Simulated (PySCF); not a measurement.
# Ionising KSr

ROHF-MP2; basis K def2-SVPD, Sr def2-SVPD with ECP28; scalar-relativistic core potentials; PySCF 2.14. Neutral (ROHF): doublet (σ ↑), Re = 4.869 Å, ωe = 32.6 cm⁻¹, De = 0.11 eV.

KSr⁺ (RHF): singlet (closed shell), Re = 4.323 Å, ωe = 71.1 cm⁻¹, De = 0.53 eV to K⁺ + Sr. The energies at the minima are -629.54742 hartree for KSr and -629.41164 for KSr⁺.

(1) Work out the adiabatic ionisation energy, without and with harmonic zero-point energies (1 hartree = 27.2114 eV, 1 eV = 8065.5 cm⁻¹), and the change of the bond length.

KSr⁻ (RHF): singlet (closed shell), Re = 4.888 Å, ωe = 43.4 cm⁻¹. The energies at the minima are -629.54742 hartree for KSr and -629.56440 for KSr⁻.

(2) Work out the adiabatic electron affinity, without and with harmonic zero-point energies (1 hartree = 27.2114 eV, 1 eV = 8065.5 cm⁻¹), and the change of the bond length.

Correlated steps freeze 5 core orbitals. Weak bonds: KSr. Basis-set superposition, not corrected here, can be much of De in a small basis, most of all at correlated wavefunction levels. For an ion De counts to the pair picked by the measured ionisation energies or electron affinities, which need not be the lowest pair at this level. States were picked by a PBE0 search and need not be the measured ground states.

Results:

(1) At MP2: 0.13578 hartree = 3.695 eV between the minima; the zero-point term (71.1 − 32.6)/2 cm⁻¹ = +0.002 eV makes it 3.697 eV. Re changes by -54.6 pm against the neutral. The electron leaves a σ orbital, and the shorter bond of the ion fits an antibonding orbital, or a change in how ionic the bond is.

(2) At MP2: 0.01698 hartree = 0.462 eV between the minima; the zero-point term (32.6 − 43.4)/2 cm⁻¹ = -0.001 eV makes it 0.461 eV. Re changes by +1.9 pm against the neutral. The electron enters a σ orbital, and the small change of length marks it as nearly non-bonding.
